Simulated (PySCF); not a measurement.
# Electron correlation in Ba (barium, neutral)

[Xe] 6s2, closed-shell 1S. Calculation: PySCF 2.14, in def2-QZVPPD with the def2 core potential (46 electrons); scalar relativity through the core potential. Frozen: 5s2 5p6; 2 electrons correlated.

With two correlated electrons CCSD is exact within the correlated space (frozen core and kept virtual orbitals).

```
level  correlation energy (mhartree)
 CCSD                         -23.83
```

Diagnostics: T1 = 0.017, D1 = 0.0239, largest double amplitude 0.100.

Cost of the coupled-cluster step: of the order of 0.7 core-seconds, for 2 correlated electrons.
